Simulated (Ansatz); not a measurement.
`C[O][Al][OH]` radical, 8 atoms. Total charge 0; spin multiplicity 2. All runs use 4 threads of a server CPU on a shared host. Correlated methods freeze the cores. Open-shell runs search over several starts.

Question: How many basis functions does each run have, and how long does it take in Ansatz? UKS ωB97M-V/def2-SVP energy; UKS PBE0-D4/def2-TZVP relaxation (8 steps); UHF-CCSD(T)/def2-TZVPP energy; UKS BHLYP-D4/def2-TZVPP energy; direct RPA on PBE orbitals/def2-TZVPP energy; UKS PBE0-D4/def2-SVP energy; UKS PBE-QIDH (frozen core)/def2-TZVPP energy; UKS PBE0-D4/def2-TZVP frequencies; UHF-CCSD(T)/def2-SVP energy; UHF-MP2/def2-QZVPP energy; UKS PBE0-D4/def2-QZVPP energy; UKS PBE-D4/def2-TZVPP energy and forces. (Best estimate.)

Answer: Computed: Other jobs shared the machine, so times are rough.

```tsv
level	job	functions	wall time	peak host memory (GiB)
UKS PBE0-D4/def2-SVP	energy	80	0.6 s	0.19
UKS PBE-D4/def2-TZVPP	energy and forces	191	1.1 s	0.25
UKS BHLYP-D4/def2-TZVPP	energy	191	1.4 s	0.48
UKS PBE-QIDH (frozen core)/def2-TZVPP	energy	191	1.9 s	0.46
UKS ωB97M-V/def2-SVP	energy	80	1.9 s	0.36
UHF-CCSD(T)/def2-SVP	energy	80	2.1 s	0.46
direct RPA on PBE orbitals/def2-TZVPP	energy	191	2.1 s	0.5
UKS PBE0-D4/def2-QZVPP	energy	361	3.7 s	1.1
UHF-MP2/def2-QZVPP	energy	361	6.5 s	1.5
UKS PBE0-D4/def2-TZVP	relaxation (8 steps)	154	11 s	0.39
UKS PBE0-D4/def2-TZVP	frequencies	154	34 s	0.38
UHF-CCSD(T)/def2-TZVPP	energy	191	35 s	5.8
```
